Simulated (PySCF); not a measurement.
**`Clc1cnc(Br)cn1`, C$_{4}$H$_{2}$BrClN$_{2}$**

Cartesian coordinates in Å; atom numbers follow the order of the lines, from 1:
```xyz
10

Cl   -3.8562    0.9999    0.2620
C    -2.2521    0.3645    0.2336
C    -2.0608   -1.0231    0.2029
N    -0.8358   -1.5282    0.1799
C     0.1740   -0.6840    0.1870
Br    1.9257   -1.3791    0.1539
C    -0.0165    0.7034    0.2183
N    -1.2417    1.2095    0.2411
H    -2.9100   -1.7129    0.1974
H     0.8306    1.3959    0.2244
```

Computed, not measured: UKS PBE0/def2-SVP four-point reorganisation energy, gas phase in PySCF. Geometry: PBE0/def2-SVP.

The calculation is non-relativistic, which matters for the atoms heavier than Zn.

**Question.** What is the inner reorganisation energy for hole transfer, with the ionisation energy?

**Answer.** λ = 0.145 (surface of the oxidised species) + 0.154 (surface of the starting species) = 0.299 eV. The ionisation energy is 9.49 eV vertical and 9.34 eV adiabatic without zero-point energy; at the relaxed geometry of the oxidised species the two energies differ by 9.19 eV. Largest bond changes: C5–Br6 1.885 → 1.827 Å, Cl1–C2 1.726 → 1.672 Å, C2–C3 1.401 → 1.443 Å, C5–C7 1.401 → 1.440 Å, C3–N4 1.325 → 1.309 Å. ⟨S²⟩ of the relaxed oxidised species 0.761.

**Question.** What is the inner reorganisation energy for electron transfer, with the electron affinity?

**Answer.** λ = 0.316 (surface of the reduced species) + 0.333 (surface of the starting species) = 0.649 eV. The electron affinity is 0.12 eV vertical and 0.43 eV adiabatic without zero-point energy; at the relaxed geometry of the reduced species the two energies differ by 0.77 eV. Largest bond changes: C5–Br6 1.885 → 1.950 Å, C3–N4 1.325 → 1.389 Å, C7–N8 1.326 → 1.388 Å, Cl1–C2 1.726 → 1.782 Å, C5–C7 1.401 → 1.377 Å. ⟨S²⟩ of the relaxed reduced species 0.764.

The highest occupied orbital of the reduced species is unbound in this basis, so its energies are rough.
